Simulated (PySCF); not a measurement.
A GIAO shielding run with PySCF (density fitting, non-relativistic, gas phase) on SMILES C(C)(C)CN([SiH3])N(C)C, C₆H₁₈N₂Si:

```
$ OMP_NUM_THREADS=1 python probes_run.py task.json out

{"job": {"kind": "nmr", "xc": "PBE0", "basis": "pcSseg-1"}, "charge": 0, "multiplicity": 1}
C      2.073630    -1.041008     0.080098
C      1.699340     0.438237     0.041199
C      2.851730     1.257356    -0.537515
C      0.417339     0.669886    -0.777349
N     -0.794179     0.443136    -0.016059
Si    -1.916908     1.721471     0.262785
N     -1.083936    -0.933197     0.120919
C     -1.334637    -1.316421     1.493887
C     -2.141882    -1.371852    -0.765688
H      1.229332    -1.636158     0.412352
H      2.362915    -1.379987    -0.913043
H      2.911306    -1.204731     0.755053
H      1.501774     0.783952     1.061500
H      3.764012     1.082083     0.028656
H      3.032820     0.975967    -1.573084
H      2.627296     2.321384    -0.504765
H      0.397073     1.704500    -1.123886
H      0.426904     0.017917    -1.658570
H     -2.829707     1.288410     1.319124
H     -2.715769     2.089249    -0.920097
H     -1.121504     2.871256     0.689099
H     -0.560264    -0.884970     2.123980
H     -1.285180    -2.403689     1.559776
H     -2.315324    -0.987527     1.862834
H     -3.127158    -0.972356    -0.484199
H     -2.181713    -2.460557    -0.747282
H     -1.907205    -1.045928    -1.777563
```

Hardware: 1 thread of an Arm Neoverse V1, shared host. The job also computes population analyses, field gradients.

Question: How large is the calculation?

Answer: 82 electrons, 250 basis functions and 1307 auxiliary functions.

Question: How long does it take, and how much memory does it need?

Answer: 66 s of wall time, with 13 SCF cycles and 4 response iterations; peak memory 1.2 GiB. Times on a shared host scatter by some tens of per cent.
